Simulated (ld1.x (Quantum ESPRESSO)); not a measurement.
**LDA (PZ) ultrasoft dataset for sulfur (S), scalar-relativistic all-electron reference.**

sulfur (S), ultrasoft, made with ld1.x (Quantum ESPRESSO) 7.5 (LDA (PZ), scalar-relativistic). Core [Ne], reference 3s2 3p4. Waves: 3s (bound): rcut 1.20, rcutus 1.60 bohr; 3s channel at -0.55 Ry: rcut 1.20, rcutus 1.60 bohr; 3p (bound): rcut 1.10, rcutus 1.45 bohr; 3p channel at 0.05 Ry: rcut 1.10, rcutus 1.45 bohr; 3d channel at 0.1 Ry: rcut 1.20, rcutus 1.50 bohr. Local part: all-electron potential smoothed inside 1.35 bohr (lloc = -1). Core correction: a·sin(br)/r model core inside 0.90 bohr. Augmentation charge: built from norm-conserving waves at rcut, not smoothed further.

All-electron outer shells of the reference configuration (LDA (PZ), scalar-relativistic, ld1.x):

| shell | level (eV) | outermost node (bohr) | outermost maximum (bohr) |
| --- | --- | --- | --- |
| 2s | -210.79 | 0.13 | 0.39 |
| 2p | -156.52 | – | 0.33 |
| 3s | -17.28 | 0.60 | 1.40 |
| 3p | -7.11 | 0.58 | 1.59 |

Problem. Does the generator finish with these settings?

Solution. Yes, a potential is produced and its reference levels are reproduced.

Problem. Estimate the cutoffs (Ry, on a coarse ladder) from which the occupation-weighted sum of valence levels, in a spherical-Bessel basis at the reference potential, stays within 10 and 1 mRy of its value at 400 Ry.

Solution. 15 Ry and 35 Ry.

Problem. What does a ghost test show?

Solution. No extra level below or beside the all-electron valence levels (s, p, d, f tested).

Problem. Is the overlap operator S = 1 + Σ q|β⟩⟨β| positive definite (Bessel basis up to 400 Ry)?

Solution. Yes: its lowest eigenvalue is 0.37 (s channel).

Problem. Which valence shell sets the plane-wave cutoff?

Solution. 3p: its level needs 18 Ry to come within 1 mRy, against 8 Ry for 3s.

Problem. Tests: 3s2 3p3; 3s2 3p2; 3s2 3p1; 3s1 3p4; 3s2 3p0; 3s2 3p3.5; 3s0 3p6. Which has the largest error in its energy relative to the reference configuration, and how large is it?

Solution. 3s2 3p0, with +86 meV (all-electron minus pseudo) on +115.38 eV.
